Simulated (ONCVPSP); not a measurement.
Ti, ONCV: configuration errors across variants

* Element: titanium (Ti)
* Generator: ONCVPSP 4.0.1
* Type: optimised norm-conserving Vanderbilt (ONCV)
* Functional: LDA (Perdew-Wang 92)
* Relativity: scalar-relativistic
* Frozen core: [Ne]
* Valence charge: 12
* Reference configuration: 3s2 3p6 3d2 4s2
* Partial waves: 3s+4s: rc 1.55 bohr, ncon 4, nbas 9, qcut 6.8 1/bohr, 2 projectors; 3p: rc 0.95 bohr, ncon 4, nbas 9, qcut 7.9 1/bohr, 1 projector; 3d: rc 2.55 bohr, ncon 3, nbas 8, qcut 5.5 1/bohr, 2 projectors, debl 0.6 Ha; f scattering state at 0.34 Ha: rc 2.00 bohr, ncon 4, nbas 7, qcut 5.2 1/bohr, 1 projector
* Local potential: polynomial inside 0.95 bohr (lpopt 3, dvloc0 3 Ha)
* Core correction: Teter function, fcfact 3.75, rcfact 1.3

All-electron excitation energies from the reference (eV): (1) 3s2 3p6 3d2 4s1 7.529; (2) 3s2 3p6 3d2 4s0 21.322; (3) 3s2 3p6 3d1 4s0 48.516; (4) 3s2 3p6 3d2 4s1.5 3.013.

1 further variants failed, have other tests or another functional or relativity, and are left out.

Errors AE − PS in meV (a dash: test not solved or not reliable):

| change | (1) | (2) | (3) | (4) | bound ghosts | GHOST(+) flags above zero |
| --- | --- | --- | --- | --- | --- | --- |
| base | +0.4 | -2.2 | +397 | +0.1 | none | none |
| f: ncon 3, nbas 6 | +0.4 | -2.2 | +397 | +0.1 | none | none |
| d: rc 2.66 | +0.2 | -3.9 | +438 | +0.1 | none | none |
| f: qcut 4 | +0.4 | -2.2 | +397 | +0.1 | none | f |
| core correction Teter function, fcfact 3.75, rcfact 1.68 | +0.3 | -2.5 | +397 | +0.1 | none | none |
| all radii but the core radius scaled by about 1.32 (s 2.06, p 1.26, d 3.38, f 2.64 bohr); local potential polynomial inside 1.26 bohr (lpopt 3, dvloc0 3 Ha) | -2.3 | -26 | +724 | -0.3 | none | none |
| core correction Teter function, fcfact 1.9, rcfact 1.3 | +0.4 | -1.9 | +397 | +0.1 | none | none |
| s: rc 1.32 | +0.6 | -0.8 | +397 | +0.2 | none | none |
| local potential polynomial inside 0.75 bohr (lpopt 5, dvloc0 0 Ha) | +0.4 | -1.9 | +400 | +0.1 | none | s, f |

Task: Give the same row for: d: nbas 6.

Result: +0.4, -1.8, +386, +0.1; bound ghosts: none; GHOST(+) flags above zero: none.
